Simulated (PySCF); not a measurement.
# C₆ coefficients of unlike pairs at PBE0

Calculated with PySCF 2.14 from the dipole response of each species, C₆(A,B) = (3/π) ∫ α_A(iu) α_B(iu) du, in atomic units, from isotropic polarisabilities. For ions this is the dispersion term alone; charge-induced terms of lower order in 1/R come first.

| species | configuration | basis | relativity | α (bohr³) | C₆ (like pair) |
| --- | --- | --- | --- | --- | --- |
| In⁺ | [Kr] 4d10 5s2 (1S) | aug-cc-pwCVTZ-DK3 with one added diffuse shell each of s, p, d, f type (11s10p8d5f1g) | spin-free X2C | 25.01 | 173.2 |
| Ne³⁺ | [He] 2s2 2p3 (4S) | x2c-TZVPPall with one added diffuse shell each of s, p, d type (6s4p3d1f) | spin-free X2C | 0.6859 | 0.6019 |
| I²⁺ | [Kr] 4d10 5s2 5p3 (4S) | x2c-QZVPPall with one added diffuse shell each of s, p, d, f type (14s10p8d5f1g) | spin-free X2C | 13.70 | 95.87 |
| P⁺ | [Ne] 3s2 3p2 (3P) | dyall-av3z (19s12p3d2f) | spin-free X2C | 14.23 | 73.20 |

Question: Estimate C₆ for I²⁺ with Ne³⁺.

Answer: The integral gives 6.921. The combination rule 2 C_A C_B / (C_A α_B/α_A + C_B α_A/α_B) gives 6.861 and the geometric mean 7.596.

No spin-orbit coupling is included.

The other pairs:

```csv
pair,C₆
"Ne³⁺, In⁺",8.492
"P⁺, In⁺",111.5
"I²⁺, In⁺",125.5
"P⁺, Ne³⁺",5.403
"P⁺, I²⁺",82.05
```
